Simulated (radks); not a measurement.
Results of a calculation; reference values are marked as such.
Coherent X-ray form factor from a spherical all-electron density. Level of theory: scalar-relativistic Kohn-Sham, PBE, spin-unpolarised, spherical densities, point nucleus (a radial shooting solver on a logarithmic mesh with Libxc functionals).

sin(theta)/lambda (1/angstrom)  f0 (electrons)
0.05                                    79.065
0.1                                     76.512
0.15                                    72.925
0.2                                     68.897
0.25                                    64.835
0.3                                     60.955
0.4                                     54.031
0.5                                     48.243
0.6                                     43.408
0.8                                     35.704
1                                       29.639
1.25                                    23.754
1.5                                     19.612
2                                       15.059

The species is in the configuration that NIST lists as its ground one. Which atom or ion scatters so?

Answer. The thallium ion Tl+, [Hg]. Extrapolating in s^2 from the first two rows gives f0(0) = 79.9, near the electron count 80; among species with that count, the fall with angle is slower the higher Z, and the table is that of Z = 81; from so few rows the species is fixed only to a neighbour or two.
